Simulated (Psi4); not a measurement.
Intermolecular potential of C2H6 ··· CH3Br (SMILES CC and CBr), singlet. Monomers: optimised at B3LYP-D3(BJ) (def2-TZVP), held rigid. Orientation: a random orientation, not optimised. Only R, the distance of the centres of mass, is varied, so the lowest point isn't the relaxed dimer.

Geometry at R = 4.39 Å (first 8 atoms: monomer A):
```
13

C      0.7630    -0.0058     0.0145
C     -0.7630     0.0058    -0.0145
H      1.1796     0.0506    -0.9931
H      1.1443    -0.9178     0.4781
H      1.1556     0.8409     0.5812
H     -1.1443     0.9178    -0.4780
H     -1.1796    -0.0508     0.9931
H     -1.1556    -0.8408    -0.5813
C      2.6525    -3.7070     2.0464
Br     0.9497    -4.0699     1.1517
H      3.1392    -2.8993     1.5115
H      3.2436    -4.6152     2.0089
H      2.4322    -3.4238     3.0695
```

Calculation: SAPT0/jun-cc-pVDZ, frozen core (Psi4).

Components in kcal/mol:

```json
[
 {"R / Å": "3.81", "electrostatics": "-1.93", "exchange": "5.35", "induction": "-0.59", "dispersion": "-2.15", "total": "0.69"},
 {"R / Å": "4.00", "electrostatics": "-1.12", "exchange": "3.05", "induction": "-0.34", "dispersion": "-1.58", "total": "0.01"},
 {"R / Å": "4.19", "electrostatics": "-0.65", "exchange": "1.72", "induction": "-0.20", "dispersion": "-1.17", "total": "-0.30"},
 {"R / Å": "4.39", "electrostatics": "-0.37", "exchange": "0.94", "induction": "-0.12", "dispersion": "-0.86", "total": "-0.41"},
 {"R / Å": "4.58", "electrostatics": "-0.23", "exchange": "0.53", "induction": "-0.07", "dispersion": "-0.65", "total": "-0.42"},
 {"R / Å": "4.79", "electrostatics": "-0.13", "exchange": "0.28", "induction": "-0.04", "dispersion": "-0.48", "total": "-0.38"},
 {"R / Å": "5.11", "electrostatics": "-0.07", "exchange": "0.10", "induction": "-0.02", "dispersion": "-0.31", "total": "-0.29"},
 {"R / Å": "5.41", "electrostatics": "-0.04", "exchange": "0.04", "induction": "-0.01", "dispersion": "-0.21", "total": "-0.22"},
 {"R / Å": "5.91", "electrostatics": "-0.02", "exchange": "0.01", "induction": "-0.01", "dispersion": "-0.12", "total": "-0.14"},
 {"R / Å": "6.58", "electrostatics": "-0.01", "exchange": "0.00", "induction": "0.00", "dispersion": "-0.06", "total": "-0.07"},
 {"R / Å": "7.62", "electrostatics": "-0.01", "exchange": "0.00", "induction": "0.00", "dispersion": "-0.02", "total": "-0.03"},
 {"R / Å": "8.91", "electrostatics": "0.00", "exchange": "0.00", "induction": "0.00", "dispersion": "-0.01", "total": "-0.01"}
]
```
